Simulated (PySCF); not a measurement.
## Spinor energies of Lu⁴⁶⁺ (lutetium, charge +46)

Start: [Ar] 3d7; 3d3/2 filled at m_j = -3/2, -1/2, +1/2, +3/2; 3d5/2 filled at m_j = +1/2, +3/2, +5/2. Calculated with PySCF 2.14 in an even-tempered Gaussian basis (16 s from 11 bohr⁻², ratio 2.8; 12 p from 15 bohr⁻², ratio 2.8; 8 d from 15 bohr⁻², ratio 2.8; 3 f from 52 bohr⁻², ratio 3): generalised Hartree-Fock with the X2C-1e Hamiltonian and a Gaussian nucleus; one run each with spin-orbit coupling (SO) switched off, then screened by Boettger's factors.

| spinor shell | electrons | ε, spin-free (eV) | ε, screened SO (eV) | weight of nominal j (screened SO) | rms radius, screened SO (bohr) |
| --- | --- | --- | --- | --- | --- |
| 1s1/2 | 2 | -66223.4 | -66204.4 | 1.000 | 0.0219 |
| 2s1/2 | 2 | -13476.5 | -13469.4 | 1.000 | 0.0881 |
| 2p1/2 | 2 | -12166.9 | -12972.2 | 1.000 | 0.0751 |
| 2p3/2 | 4 | -12166.9 | -11830.7 | 1.000 | 0.0819 |
| 3s1/2 | 2 | -4828.3 | -4826.1 | 1.000 | 0.220 |
| 3p1/2 | 2 | -4422.3 | -4619.8 | 0.999 | 0.211 |
| 3p3/2 | 4 | -4422.3 | -4338.3 | 1.000 | 0.224 |
| 3d3/2 | 4 | -3992.7 | -4023.6 | 0.989 | 0.194 |
| 3d5/2 | 3 | -3992.7 | -3967.2 | 0.990 | 0.198 |

```csv
quantity,spin-free,screened SO
E (hartree),-12906.52738,-12922.79158
M_J,9/2,9/2
⟨J²⟩,24.750,24.750
⟨L²⟩,12.000,15.771
⟨S²⟩,3.750,2.589
```

Each row is a mean over spinors that exchange with the open shell spreads, by up to 40.233 eV (3p3/2).

Breit and QED terms are absent; they matter most for the inner s and p1/2 levels.

Densities and radii are taken from the X2C orbitals without a picture-change correction, which distorts them close to the nucleus.

Without spin-orbit coupling the j labels of p, d and f shells carry no meaning; the spin-free column gives the mean over the occupied spinors of each nl shell.
